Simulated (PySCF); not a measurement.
Simulation results for Al₂BH₃N, AlB₂H₄N, AlBH₂NO, B₃ClH₄ and others

Computed with PySCF 2.14.0. Calculation on a computer-drawn molecule: the log of a Hartree-Fock and frozen-core CCSD(T) single point meant for a local Hartree-Fock minimum, with one planted fault or none, to be diagnosed. Offsets are logged minus clean, where the clean run is the same molecule without the fault. The reference is restricted for singlets and unrestricted otherwise, and also for a bond in bohr or an excited solution. Adding or removing an electron swaps singlet and doublet. The excited solution moves the top pair (singlet) or top alpha electron (doublet) to the lowest empty orbital. Highest occupied and lowest empty are orbital energies over both spins, largest force is the largest gradient component, triples share is (T) over the correlation energy, the T1 limit is 0.02 restricted and 0.045 unrestricted, electrons count all cores, a negative frequency is imaginary (commonest isotopes), and the dipole is about the centre of nuclear charge.

Common to all runs: logged SCF converged yes; logged CC converged yes; logged SCF stable within its kind yes; possible faults no fault, one electron removed, one electron added, multiplicity raised by two, geometry at a saddle point, SCF held on an excited solution, minimal basis STO-3G, one bond length entered in bohr, all coordinates scaled.

(1) 
```xyz
7
formula=Al2BH3N meant_charge=1 meant_multiplicity=1 meant_basis=cc-pV(D+d)Z logged_electrons=40 logged_basis_functions=31 logged_spin_squared=0 logged_highest_occupied=-12.035 logged_lowest_empty=1.5972 logged_largest_force=0.04252 logged_T1_diagnostic=0.020246 logged_D1_diagnostic=0.053806 logged_triples_share=0.035469 logged_dipole_magnitude=4.8679 logged_energy_HF=-557.78459 logged_energy_CCSD(T)=-557.99247 planted_fault=minimal_basis_STO-3G HF_energy_offset_from_clean_run=4230 CCSD(T)_energy_offset_from_clean_run=4338
B     -2.6174    -0.7314     1.6797
N     -1.7921    -0.1309     0.9428
Al    -0.4863     0.5542     0.0415
Al    -1.4982     2.3919    -1.6542
H     -3.3968    -1.2811     2.3583
H      1.0545     0.3584    -0.0071
H     -2.1583     3.4409    -2.6090
```

Units: logged_highest_occupied, logged_lowest_empty in eV; logged_largest_force in hartree/bohr; logged_dipole_magnitude in debye; logged_energy_HF, logged_energy_CCSD(T) in hartree; HF_energy_offset_from_clean_run, CCSD(T)_energy_offset_from_clean_run in kcal/mol.

Drawn bonds:
| atom | other atom | order |
| --- | --- | --- |
| 1 | 2 | 2 |
| 2 | 3 | 1 |
| 3 | 4 | 1 |
| 1 | 5 | 1 |
| 3 | 6 | 1 |
| 4 | 7 | 1 |

Notes: T1 above single-reference limit.

(2) 
```xyz
8
formula=AlB2H4N meant_charge=0 meant_multiplicity=1 meant_basis=cc-pV(D+d)Z logged_electrons=34 logged_basis_functions=85 logged_spin_squared=0 logged_highest_occupied=-9.8711 logged_lowest_empty=1.5763 logged_largest_force=0.034801 logged_T1_diagnostic=0.014147 logged_D1_diagnostic=0.036111 logged_triples_share=0.030506 logged_dipole_magnitude=1.358 logged_energy_HF=-348.07305 logged_energy_CCSD(T)=-348.50193 planted_fault=all_coordinates_scaled,by_-2.8_% HF_energy_offset_from_clean_run=4.143 CCSD(T)_energy_offset_from_clean_run=7.038
B      0.0290     2.2124    -2.6010
N      0.9093     1.6298    -2.0052
Al     2.1677     0.7973    -1.1573
B      3.7867     0.0131    -2.2144
H     -0.7984     2.7603    -3.1624
H      2.0386     0.6666     0.3727
H      3.7933    -1.0756    -2.6474
H      4.7643     0.6244    -2.4222
```

Units: logged_highest_occupied, logged_lowest_empty in eV; logged_largest_force in hartree/bohr; logged_dipole_magnitude in debye; logged_energy_HF, logged_energy_CCSD(T) in hartree; HF_energy_offset_from_clean_run, CCSD(T)_energy_offset_from_clean_run in kcal/mol.

Drawn bonds:
| atom | other atom | order |
| --- | --- | --- |
| 1 | 2 | 2 |
| 2 | 3 | 1 |
| 3 | 4 | 1 |
| 1 | 5 | 1 |
| 3 | 6 | 1 |
| 4 | 7 | 1 |
| 4 | 8 | 1 |

(3) 
```xyz
6
formula=AlBH2NO meant_charge=-1 meant_multiplicity=1 meant_basis=aug-cc-pV(D+d)Z logged_electrons=36 logged_basis_functions=119 logged_spin_squared=2.0068 logged_highest_occupied=0.76505 logged_lowest_empty=2.776 logged_largest_force=0.11559 logged_T1_diagnostic=0.08775 logged_D1_diagnostic=0.54222 logged_triples_share=0.035508 logged_dipole_magnitude=12.361 logged_energy_HF=-397.11073 logged_energy_CCSD(T)=-397.61992 planted_fault=multiplicity_raised_by_two HF_energy_offset_from_clean_run=43.13 CCSD(T)_energy_offset_from_clean_run=88.6
B     -2.8773     1.0727    -2.3413
N     -2.3432     0.1661    -1.6918
Al    -1.5351    -1.2039    -0.7459
O     -0.8932    -2.5557    -1.3596
H     -3.3858     1.9363    -2.9553
H     -1.5964    -0.7852     0.8159
```

Units: logged_highest_occupied, logged_lowest_empty in eV; logged_largest_force in hartree/bohr; logged_dipole_magnitude in debye; logged_energy_HF, logged_energy_CCSD(T) in hartree; HF_energy_offset_from_clean_run, CCSD(T)_energy_offset_from_clean_run in kcal/mol.

Drawn bonds:
| atom | other atom | order |
| --- | --- | --- |
| 1 | 2 | 2 |
| 2 | 3 | 1 |
| 3 | 4 | 1 |
| 1 | 5 | 1 |
| 3 | 6 | 1 |

Notes: T1 above single-reference limit; highest electron not bound in this basis.

(4) 
```xyz
7
formula=Al2BH3N meant_charge=0 meant_multiplicity=2 meant_basis=cc-pV(D+d)Z logged_electrons=42 logged_basis_functions=89 logged_spin_squared=0 logged_highest_occupied=-0.37107 logged_lowest_empty=5.5653 logged_largest_force=0.030524 logged_T1_diagnostic=0.023506 logged_D1_diagnostic=0.070108 logged_triples_share=0.040892 logged_dipole_magnitude=5.0332 logged_energy_HF=-564.721 logged_energy_CCSD(T)=-565.15918 planted_fault=one_electron_added HF_energy_offset_from_clean_run=9.436 CCSD(T)_energy_offset_from_clean_run=-17.67
B      1.5906    -1.5286    -3.4131
N      0.7439    -0.6454    -3.1618
Al    -0.4124     0.6769    -2.8778
Al    -2.4396     0.7562    -1.2198
H      2.3842    -2.3599    -3.6468
H     -3.9117     0.4692    -1.7441
H     -2.2894     1.4736     0.1900
```

Units: logged_highest_occupied, logged_lowest_empty in eV; logged_largest_force in hartree/bohr; logged_dipole_magnitude in debye; logged_energy_HF, logged_energy_CCSD(T) in hartree; HF_energy_offset_from_clean_run, CCSD(T)_energy_offset_from_clean_run in kcal/mol.

Drawn bonds:
| atom | other atom | order |
| --- | --- | --- |
| 1 | 2 | 2 |
| 2 | 3 | 1 |
| 3 | 4 | 1 |
| 1 | 5 | 1 |
| 4 | 6 | 1 |
| 4 | 7 | 1 |

Notes: T1 above single-reference limit.

(5) 
```xyz
7
formula=Al2BH3N meant_charge=0 meant_multiplicity=2 meant_basis=cc-pV(D+d)Z logged_electrons=41 logged_basis_functions=31 logged_spin_squared=0.7888 logged_highest_occupied=-2.8113 logged_lowest_empty=7.2377 logged_largest_force=0.065399 logged_T1_diagnostic=0.020624 logged_D1_diagnostic=0.062061 logged_triples_share=0.030088 logged_dipole_magnitude=1.1984 logged_energy_HF=-557.84272 logged_energy_CCSD(T)=-558.05424 planted_fault=minimal_basis_STO-3G HF_energy_offset_from_clean_run=4326 CCSD(T)_energy_offset_from_clean_run=4441
B      1.5906    -1.5286    -3.4131
N      0.7439    -0.6454    -3.1618
Al    -0.4124     0.6769    -2.8778
Al    -2.4396     0.7562    -1.2198
H      2.3842    -2.3599    -3.6468
H     -3.9117     0.4692    -1.7441
H     -2.2894     1.4736     0.1900
```

Units: logged_highest_occupied, logged_lowest_empty in eV; logged_largest_force in hartree/bohr; logged_dipole_magnitude in debye; logged_energy_HF, logged_energy_CCSD(T) in hartree; HF_energy_offset_from_clean_run, CCSD(T)_energy_offset_from_clean_run in kcal/mol.

Drawn bonds:
| atom | other atom | order |
| --- | --- | --- |
| 1 | 2 | 2 |
| 2 | 3 | 1 |
| 3 | 4 | 1 |
| 1 | 5 | 1 |
| 4 | 6 | 1 |
| 4 | 7 | 1 |

(6) 
```xyz
8
formula=B3ClH4 meant_charge=0 meant_multiplicity=1 meant_basis=cc-pV(D+d)Z logged_electrons=36 logged_basis_functions=85 logged_spin_squared=2.0317 logged_highest_occupied=-7.1645 logged_lowest_empty=-1.6113 logged_largest_force=0.069075 logged_T1_diagnostic=0.05426 logged_D1_diagnostic=0.27139 logged_triples_share=0.038221 logged_dipole_magnitude=2.4797 logged_energy_HF=-535.72281 logged_energy_CCSD(T)=-536.1785 planted_fault=multiplicity_raised_by_two HF_energy_offset_from_clean_run=87.76 CCSD(T)_energy_offset_from_clean_run=78.78
B     -3.4560     0.5527    -0.5593
B     -1.8350     0.3546    -1.0083
B     -0.6406     1.5116    -1.3294
Cl    -1.2973    -1.3540    -1.1692
H     -4.3250     0.6258    -1.3853
H     -3.7778     0.6117     0.5965
H     -0.4715     1.9385    -2.4393
H      0.0753     1.9238    -0.4574
```

Units: logged_highest_occupied, logged_lowest_empty in eV; logged_largest_force in hartree/bohr; logged_dipole_magnitude in debye; logged_energy_HF, logged_energy_CCSD(T) in hartree; HF_energy_offset_from_clean_run, CCSD(T)_energy_offset_from_clean_run in kcal/mol.

Drawn bonds:
| atom | other atom | order |
| --- | --- | --- |
| 1 | 2 | 1 |
| 2 | 3 | 1 |
| 2 | 4 | 1 |
| 1 | 5 | 1 |
| 1 | 6 | 1 |
| 3 | 7 | 1 |
| 3 | 8 | 1 |

Notes: T1 above single-reference limit.

(7) 
```xyz
10
formula=B2H6N2 meant_charge=0 meant_multiplicity=1 meant_basis=cc-pVDZ logged_electrons=30 logged_basis_functions=86 logged_spin_squared=0.7375 logged_highest_occupied=-9.7734 logged_lowest_empty=1.6578 logged_largest_force=0.027439 logged_T1_diagnostic=0.057641 logged_D1_diagnostic=0.27747 logged_triples_share=0.035717 logged_dipole_magnitude=0.66119 logged_energy_HF=-161.67316 logged_energy_CCSD(T)=-162.23974 planted_fault=one_bond_length_entered_in_bohr,row_8_of_the_drawn_bonds HF_energy_offset_from_clean_run=92.44 CCSD(T)_energy_offset_from_clean_run=91.83
B     -0.9012     1.4157    -0.9201
B     -1.0542     0.6091     0.6035
N     -0.0479     0.7681     1.5898
N     -2.1851    -0.2073     0.8587
H      0.1537     1.5055    -1.4992
H     -1.8419     1.9271    -1.4765
H      0.7978     1.2668     1.4186
H     -0.0896     0.3623     2.5019
H     -2.4395    -1.1943     2.4481
H     -2.9499    -0.2788     0.2237
```

Units: logged_highest_occupied, logged_lowest_empty in eV; logged_largest_force in hartree/bohr; logged_dipole_magnitude in debye; logged_energy_HF, logged_energy_CCSD(T) in hartree; HF_energy_offset_from_clean_run, CCSD(T)_energy_offset_from_clean_run in kcal/mol.

Drawn bonds:
| atom | other atom | order |
| --- | --- | --- |
| 1 | 2 | 1 |
| 2 | 3 | 1 |
| 2 | 4 | 1 |
| 1 | 5 | 1 |
| 1 | 6 | 1 |
| 3 | 7 | 1 |
| 3 | 8 | 1 |
| 4 | 9 | 1 |
| 4 | 10 | 1 |

Notes: T1 above single-reference limit.

(8) 
```xyz
11
formula=B2H7NSi meant_charge=0 meant_multiplicity=1 meant_basis=cc-pV(D+d)Z logged_electrons=38 logged_basis_functions=100 logged_spin_squared=0.9472 logged_highest_occupied=-8.645 logged_lowest_empty=1.3662 logged_largest_force=0.020858 logged_T1_diagnostic=0.022826 logged_D1_diagnostic=0.10314 logged_triples_share=0.026632 logged_dipole_magnitude=2.707 logged_energy_HF=-396.74051 logged_energy_CCSD(T)=-397.23123
B     -0.5015    -0.7060     0.8208
B     -0.3580     0.1136    -0.6628
N      0.5798    -0.2006    -1.6484
Si    -2.7869     3.0696    -1.4028
H     -1.2482    -1.6409     0.9618
H      0.0825    -0.3398     1.8089
H      0.6545     0.2889    -2.5165
H      1.2489    -0.9387    -1.5637
H     -2.5004     3.6709    -2.7361
H     -2.6668     4.1496    -0.3871
H     -4.2069     2.6269    -1.4051
```

Units: logged_highest_occupied, logged_lowest_empty in eV; logged_largest_force in hartree/bohr; logged_dipole_magnitude in debye; logged_energy_HF, logged_energy_CCSD(T) in hartree.

Drawn bonds:
| atom | other atom | order |
| --- | --- | --- |
| 1 | 2 | 1 |
| 2 | 3 | 1 |
| 2 | 4 | 1 |
| 1 | 5 | 1 |
| 1 | 6 | 1 |
| 3 | 7 | 1 |
| 3 | 8 | 1 |
| 4 | 9 | 1 |
| 4 | 10 | 1 |
| 4 | 11 | 1 |

Questions
1. Which fault was planted in the run of B₂H₇NSi (entry 8)?

Answers
1. one bond length entered in bohr, row 3 of the drawn bonds

Further results for B₂H₇NSi (entry 8):

- HF energy offset from clean run: 58.32 kcal/mol
- CCSD(T) energy offset from clean run: 73.88 kcal/mol
